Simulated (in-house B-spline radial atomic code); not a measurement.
Ionising the germanium ion Ge⁴⁺ with different functionals

Computed with a B-spline radial code for spherical atoms: scalar-relativistic (spin-free X2C) Hamiltonian, Fermi nucleus of rms radius 4.0742 fm, spin-polarised at highest spin, spherical fractional occupations for the functionals, and exact exchange of hybrids averaged over the configuration. The ionisation energy is the difference of two self-consistent energies, [Ar] 3d10 → [Ar] 3d9, without Breit or QED terms; ε is the level of the shell that loses the electron (its least bound occupied spin orbital). There is no spin-orbit coupling in this Hamiltonian.

```json
{"method": "PBE0", "rung": "global hybrid", "ΔSCF (eV)": "90.40", "-ε(3d) (eV)": "81.92"}
{"method": "B3LYP", "rung": "global hybrid", "ΔSCF (eV)": "90.59", "-ε(3d) (eV)": "81.29"}
{"method": "TPSSh", "rung": "global hybrid", "ΔSCF (eV)": "90.43", "-ε(3d) (eV)": "79.49"}
{"method": "BHandHLYP", "rung": "global hybrid", "ΔSCF (eV)": "90.11", "-ε(3d) (eV)": "85.79"}
{"method": "r2SCAN0", "rung": "global hybrid", "ΔSCF (eV)": "90.77", "-ε(3d) (eV)": "82.37"}
{"method": "B97-1", "rung": "global hybrid", "ΔSCF (eV)": "90.41", "-ε(3d) (eV)": "81.26"}
{"method": "HSE06", "rung": "range-separated hybrid", "ΔSCF (eV)": "90.35", "-ε(3d) (eV)": "81.46"}
{"method": "wB97X", "rung": "range-separated hybrid", "ΔSCF (eV)": "90.11", "-ε(3d) (eV)": "83.85"}
{"method": "CAM-B3LYP", "rung": "range-separated hybrid", "ΔSCF (eV)": "90.55", "-ε(3d) (eV)": "83.32"}
{"method": "LC-wPBE", "rung": "range-separated hybrid", "ΔSCF (eV)": "90.57", "-ε(3d) (eV)": "83.71"}
```

Among the functionals, which spreads more, the ΔSCF values or the orbital energies?

The orbital energies: ΔSCF values span about 0.67 eV and the orbital energies 6.30 eV; here energy differences depend much less on the functional than eigenvalues do.

How do they compare with the NIST value?

NIST lists 90.50 eV ± 0.019 (measured, ground level to ground level). Errors run from -0.39 to +0.27 eV; CAM-B3LYP is closest (+0.05 eV), but part of that can be cancellation, since the calculations leave out spin-orbit coupling, Breit-QED terms, multiplet and fine-structure energies.
